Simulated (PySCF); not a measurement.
Atom-mapped SMILES (the numbers label the heavy atoms): `[CH3:1][NH:2][P:3]1[CH2:4][CH2:5][CH:6]([CH3:7])[CH2:8][CH2:9]1`; H(Xn) means a hydrogen on atom n. Ha(C4), Ha(C5), Ha(C8), Ha(C9) are cis to C7 on the ring; Hb(C4), Hb(C5), Hb(C8), Hb(C9) are trans to C7 on the ring.

- shieldings: GIAO PBE0/pcSseg-1
- GFN2-xTB geometry
- program: PySCF 2.14.0 with density-fitted response routines
- no solvent, rapidly exchanging positions averaged, non-relativistic Hamiltonian, single conformer

δ = σ(ref) − σ, references computed at the same level: TMS for 13C (186.93 ppm) and 1H (31.72 ppm); 15N (267.73 ppm) vs NH3; 31P (318.38 ppm) vs H3PO4.

| atoms | nucleus | count | Hirshfeld charge | δ (ppm) |
| --- | --- | --- | --- | --- |
| P3 | 31P | 1 | 0.17 | 24.7 |
| Hb(C5)/Hb(C8) | 1H | 2 | 0.04 | 1.85 |
| C4/C9 | 13C | 2 | -0.12 | ? |
| H(C1) | 1H | 3 | 0.04 | ? |
| C7 | 13C | 1 | -0.12 | 25.6 |
| N2 | 15N | 1 | -0.21 | 45.6 |
| H(C6) | 1H | 1 | 0.03 | 1.24 |
| C5/C8 | 13C | 2 | -0.07 | 34.1 |
| C6 | 13C | 1 | -0.02 | ? |
| H(C7) | 1H | 3 | 0.04 | ? |
| Hb(C4)/Hb(C9) | 1H | 2 | 0.03 | 1.41 |
| C1 | 13C | 1 | -0.08 | 34.0 |
| H(N2) | 1H | 1 | 0.11 | -0.37 |
| Ha(C4)/Ha(C9) | 1H | 2 | 0.03 | 2.17 |
| Ha(C5)/Ha(C8) | 1H | 2 | 0.03 | ? |

Problem. Complete the table.

Solution. 
- C6: 38.3 ppm, sp3 CH in a ring; saturated and bonded to C and H only
- C4/C9: 36.6 ppm, sp3 CH2 bonded to P
- H(C1): 2.60 ppm, hydrogen on a methyl carbon bonded to N; its carbon carries N, which withdraws density
- Ha(C5)/Ha(C8): 1.15 ppm, hydrogen on an sp3 CH2 in a ring
- H(C7): 0.96 ppm, hydrogen on a methyl carbon; far from electronegative atoms and π systems

Exchangeable OH/NH protons stand at their gas-phase positions; hydrogen bonding in a real sample shifts them, mostly to higher δ. Shifts are as computed. Against solution values, carbons near 30 ppm lie about +3 ppm off and those near 130 ppm about +5 ppm. Of 1211 compounds with measured shifts, 218 miss one by over three times the rms of a fit or turn the order of signals round; such compounds aren't used in these exercises. Experimental scales use liquid or dissolved standards, which lie at an offset from isolated NH3 (liquid NH3: subtract about 20 ppm) and H3PO4.
